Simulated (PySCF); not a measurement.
**Electron correlation in S (sulfur, neutral)**

[Ne] 3s1 3p5, high-spin 3P determinant (an excited configuration). Computed with PySCF 2.14 in aug-cc-pCVTZ-DK, with the spin-free X2C one-electron Hamiltonian (Gaussian nucleus). Frozen: [Ne]; 6 electrons correlated.

| level | correlation energy (mhartree) |
| --- | --- |
| CCSD | -217.26 |
| (T) | -24.27 |
| CCSD(T) | -241.53 |

Diagnostics: T1 = 0.032, D1 = 0.0709, largest double amplitude 0.215.

T1 exceeds 0.03, a sign that the reference determinant is poor. A double-excitation amplitude exceeds 0.15, a sign of near-degeneracy.

Cost of the coupled-cluster step: roughly 16 core-seconds, for 6 correlated electrons.
